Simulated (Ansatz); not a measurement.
MoF, multiplicity 6 (lowest of 2S+1 = 2, 4, 6, 8 at CCSD(T)/def2-TZVPP on PBE0 minima; our sources give no spin for the ground state, which may be another), most abundant isotopes (97.9054 and 18.9984 u). Constants from fifth-degree fits in 1/R to seven points on the lowest solution found; no spin–orbit coupling, no relativity up to Kr; ω_e x_e and α_e move by some per cent with the fit.

Correlated levels freeze the inner cores; with def2 sets outer-core shells near the valence are correlated too. CBS: X⁻³ extrapolation of the correlation energy, Hartree–Fock from the larger set.

Programs: Ansatz (Gaussian basis) for Hartree–Fock, density functionals and correlated methods. Values without a source in brackets are computed. In def2 rows elements past Kr take small-core potentials, without spin–orbit coupling.

| level | r_e (Å) | ω_e (cm⁻¹) | ω_e x_e (cm⁻¹) | α_e (cm⁻¹) |
|---|---|---|---|---|
| PBE/def2-TZVPP | 1.8908 | 626.5 | 3.22 | 0.00200 |
| CCSD(T)/CBS(def2-TZVPP, def2-QZVPP) | 1.8982 | 622.3 | 3.20 | 0.00196 |

Question: Derive the rotational constants, the centrifugal constant, the fundamental, the zero-point energy and the force constant.

Answer: 
μ = 15.91091 u.
- PBE/def2-TZVPP: B_e = 16.8576/(μ r_e²) = 0.29634 cm⁻¹; B₀ = B_e − α_e/2 = 0.29534 cm⁻¹; D = 4B_e³/ω_e² = 2.65e-07 cm⁻¹; fundamental ω_e − 2ω_e x_e = 620 cm⁻¹; zero-point energy ω_e/2 − ω_e x_e/4 = 312 cm⁻¹; k = μ(2πcω_e)² = 368 N/m
- CCSD(T)/CBS(def2-TZVPP, def2-QZVPP): B_e = 16.8576/(μ r_e²) = 0.29406 cm⁻¹; B₀ = B_e − α_e/2 = 0.29308 cm⁻¹; D = 4B_e³/ω_e² = 2.63e-07 cm⁻¹; fundamental ω_e − 2ω_e x_e = 616 cm⁻¹; zero-point energy ω_e/2 − ω_e x_e/4 = 310 cm⁻¹; k = μ(2πcω_e)² = 363 N/m

Ansatz is a quantum-chemistry and plane-wave program.
